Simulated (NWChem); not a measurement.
Molecule: silene (CH₄Si); SMILES C=[SiH2]

```xyz
6

C      0.0000     0.0000     1.1520
Si     0.0000     0.0000    -0.5466
H      0.0000     0.9176     1.7287
H      0.0000    -0.9176     1.7287
H      0.0000    -1.2448    -1.3446
H      0.0000     1.2448    -1.3446
```
Atoms are numbered in this order, from 1.

Coordinates come from a PBE0-D3(BJ)/def2-TZVP optimisation.

 Unshifted, non-relativistic core excitations; the lowest 4 roots alone, so stronger bands may lie above.

List the first Si K-edge excitations from PBE/def2-TZVP, restricted-window TDA (NWChem).


```json
[
 {"state": "S1", "energy (eV)": "1777.6", "dipole oscillator strength": "0.0029", "leading excitation (squared amplitude)": "1s of atom 2 or its equivalents → LUMO (1.00)"},
 {"state": "S2", "energy (eV)": "1779.8", "dipole oscillator strength": "0.0001", "leading excitation (squared amplitude)": "1s of atom 2 or its equivalents → LUMO+1 (0.94)"},
 {"state": "S3", "energy (eV)": "1779.9", "dipole oscillator strength": "0.0007", "leading excitation (squared amplitude)": "1s of atom 2 or its equivalents → LUMO+2 (0.94)"},
 {"state": "S4", "energy (eV)": "1780.9", "dipole oscillator strength": "0.0020", "leading excitation (squared amplitude)": "1s of atom 2 or its equivalents → LUMO+3 (1.00)"}
]
```
